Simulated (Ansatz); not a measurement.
C₁₈H₂₂, a cluster, relaxed as a singlet with RKS PBE-D4/def2-SVP in Ansatz, starting from the GFN2-xTB geometry. Force threshold 0.03 eV/Å.

The restricted singlet is unstable towards broken spin symmetry in Hartree–Fock (as tested in another run); at PBE-D4/def2-SVP this wasn't settled. Another isomer (singlet) lies 4.45 eV lower at PBE0-D4/def2-TZVP; other spin states weren't run for this one.

Start:

```
atom   x (Å)   y (Å)   z (Å)
  C1  -6.025  -5.529   5.256
  C2  -5.187  -4.685   4.360
  C3  -4.153  -3.947   4.778
  C4  -3.304  -3.116   3.967
  C5  -3.249  -3.120   2.615
  C6  -2.406  -2.310   1.797
  C7  -1.603  -1.294   2.204
  C8  -0.788  -0.548   1.317
  C9  -0.005   0.492   1.707
 C10   0.845   1.276   0.880
 C11   1.075   1.109  -0.449
 C12   1.946   1.940  -1.197
 C13   2.199   1.790  -2.522
 C14   3.069   2.641  -3.256
 C15   3.346   2.479  -4.570
 C16   4.203   3.308  -5.373
 C17   4.776   4.458  -5.002
 C18   5.644   5.286  -5.883
 H19  -7.062  -5.190   5.234
 H20  -5.665  -5.491   6.281
 H21  -6.013  -6.565   4.918
 H22  -5.473  -4.687   3.317
 H23  -3.919  -3.950   5.837
 H24  -2.643  -2.460   4.517
 H25  -3.881  -3.816   2.078
 H26  -2.426  -2.538   0.737
 H27  -1.571  -1.015   3.249
 H28  -0.808  -0.843   0.277
 H29  -0.023   0.767   2.756
 H30   1.363   2.089   1.377
 H31   0.585   0.308  -0.985
 H32   2.439   2.744  -0.662
 H33   1.718   0.986  -3.066
 H34   3.524   3.452  -2.704
 H35   2.889   1.643  -5.086
 H36   4.378   2.952  -6.382
 H37   4.611   4.856  -4.010
 H38   6.591   5.503  -5.389
 H39   5.160   6.241  -6.095
 H40   5.843   4.782  -6.826
```

```tsv
step	energy (eV)	largest force component (eV/Å)	SCF passes
1	-18983.6503	1.008	26
2	-18983.9699	0.372	23
3	-18984.0027	0.090	23
4 (rejected)	-18983.9939	0.306	24
5	-18984.0046	0.046	24
6	-18984.0057	0.006	23
7	-18984.0064	0.035	22
8	-18984.0067	0.041	22
9	-18984.0070	0.068	21
10	-18984.0075	0.050	23
11	-18984.0079	0.017	23
12	-18984.0083	0.016	22
13	-18984.0084	0.032	21
14	-18984.0086	0.015	25
```

Force components are those of the run's own axes.

End:

```csv
atom,x (Å),y (Å),z (Å)
C1,-6.109,-5.624,5.328
C2,-5.239,-4.818,4.419
C3,-4.297,-3.925,4.835
C4,-3.413,-3.122,4.012
C5,-3.250,-3.204,2.648
C6,-2.390,-2.395,1.828
C7,-1.601,-1.332,2.226
C8,-0.769,-0.584,1.347
C9,0.016,0.485,1.744
C10,0.874,1.285,0.924
C11,1.104,1.152,-0.434
C12,1.973,1.995,-1.183
C13,2.210,1.873,-2.539
C14,3.079,2.721,-3.288
C15,3.311,2.592,-4.639
C16,4.170,3.414,-5.469
C17,4.903,4.498,-5.088
C18,5.772,5.304,-5.998
H19,-7.188,-5.428,5.139
H20,-5.901,-5.413,6.396
H21,-5.969,-6.716,5.160
H22,-5.393,-4.969,3.335
H23,-4.189,-3.779,5.925
H24,-2.809,-2.379,4.561
H25,-3.825,-3.976,2.108
H26,-2.364,-2.656,0.755
H27,-1.606,-1.024,3.287
H28,-0.766,-0.890,0.285
H29,-0.021,0.756,2.814
H30,1.411,2.101,1.439
H31,0.590,0.348,-0.991
H32,2.489,2.804,-0.633
H33,1.694,1.064,-3.090
H34,3.588,3.526,-2.727
H35,2.786,1.771,-5.159
H36,4.226,3.116,-6.532
H37,4.865,4.827,-4.033
H38,6.826,5.320,-5.644
H39,5.449,6.368,-6.031
H40,5.763,4.911,-7.035
```

By distances, no bond broke or formed. The bond that changes most is C2–C3, from 1.34 to 1.36 Å (atoms count from 1).

The force fell under the threshold at step 6, but the optimiser went on and released 0.003 eV more. No frequencies were taken in this run, so the end may be a saddle point.

It took 30 s on 2 threads of AMD EPYC 7R13 on a shared host and a share (18 GiB) of an NVIDIA H100 80GB HBM3, peak host memory 1.1 GiB.
